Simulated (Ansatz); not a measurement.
BFH$_{4}$Si$_{2}$ (`FB1[SiH2][SiH2]1`), relaxed with RKS PBE-D4/def2-SVP in the Gaussian-basis code of Ansatz from a rough embedded geometry. The force threshold is 0.03 eV/Å; the program also tests the step.

Total charge 0; spin multiplicity 1.

Start:

```xyz
8

F    -1.963    0.782   -1.697
B    -0.864    0.368   -0.764
Si    0.284    0.685    0.895
Si    0.453   -0.989   -0.244
H    -0.564    0.548    2.112
H     1.182    1.824    0.688
H    -0.130   -2.236    0.210
H     1.601   -0.984   -1.200
```

```json
{"step": "1", "energy (eV)": "-19191.7022", "largest force (eV/Å)": "5.371", "largest move (Å)": "0.000"}
{"step": "2", "energy (eV)": "-19193.0931", "largest force (eV/Å)": "2.048", "largest move (Å)": "0.197"}
{"step": "3", "energy (eV)": "-19193.2254", "largest force (eV/Å)": "0.716", "largest move (Å)": "0.080"}
{"step": "4", "energy (eV)": "-19193.2370", "largest force (eV/Å)": "0.277", "largest move (Å)": "0.158"}
{"step": "5", "energy (eV)": "-19193.2506", "largest force (eV/Å)": "0.131", "largest move (Å)": "0.077"}
{"step": "6", "energy (eV)": "-19193.2517", "largest force (eV/Å)": "0.032", "largest move (Å)": "0.018"}
{"step": "7", "energy (eV)": "-19193.2528", "largest force (eV/Å)": "0.055", "largest move (Å)": "0.020"}
{"step": "8", "energy (eV)": "-19193.2592", "largest force (eV/Å)": "0.283", "largest move (Å)": "0.195"}
{"step": "9", "energy (eV)": "-19193.2635", "largest force (eV/Å)": "0.156", "largest move (Å)": "0.041"}
{"step": "10", "energy (eV)": "-19193.2677", "largest force (eV/Å)": "0.179", "largest move (Å)": "0.071"}
{"step": "11", "energy (eV)": "-19193.2707", "largest force (eV/Å)": "0.101", "largest move (Å)": "0.032"}
{"step": "12", "energy (eV)": "-19193.2738", "largest force (eV/Å)": "0.136", "largest move (Å)": "0.083"}
{"step": "13", "energy (eV)": "-19193.2778", "largest force (eV/Å)": "0.162", "largest move (Å)": "0.100"}
{"step": "14", "energy (eV)": "-19193.2864", "largest force (eV/Å)": "0.437", "largest move (Å)": "0.195"}
{"step": "15", "energy (eV)": "-19193.2986", "largest force (eV/Å)": "0.391", "largest move (Å)": "0.082"}
{"step": "16", "energy (eV)": "-19193.3141", "largest force (eV/Å)": "0.301", "largest move (Å)": "0.072"}
{"step": "17", "energy (eV)": "-19193.3313", "largest force (eV/Å)": "0.249", "largest move (Å)": "0.147"}
{"step": "18", "energy (eV)": "-19193.3386", "largest force (eV/Å)": "0.258", "largest move (Å)": "0.120"}
{"step": "19", "energy (eV)": "-19193.3462", "largest force (eV/Å)": "0.221", "largest move (Å)": "0.067"}
{"step": "20 (rejected)", "energy (eV)": "-19193.3312", "largest force (eV/Å)": "0.677", "largest move (Å)": "0.105"}
{"step": "21", "energy (eV)": "-19193.3545", "largest force (eV/Å)": "0.039", "largest move (Å)": "0.051"}
{"step": "22", "energy (eV)": "-19193.3558", "largest force (eV/Å)": "0.032", "largest move (Å)": "0.036"}
{"step": "23", "energy (eV)": "-19193.3561", "largest force (eV/Å)": "0.036", "largest move (Å)": "0.033"}
{"step": "24", "energy (eV)": "-19193.3562", "largest force (eV/Å)": "0.011", "largest move (Å)": "0.008"}
```

End:

```xyz
8

F    -1.467    1.061   -1.766
B    -0.987    0.388   -0.720
Si    0.065    0.922    0.864
Si    0.299   -1.100   -0.547
H    -0.164    0.217    2.170
H     0.856    2.191    1.042
H     0.110   -2.117    0.541
H     1.289   -1.562   -1.584
```

Run time 37 s (2 threads of an Arm Neoverse V1 on a shared host); peak host memory 0.12 GiB.
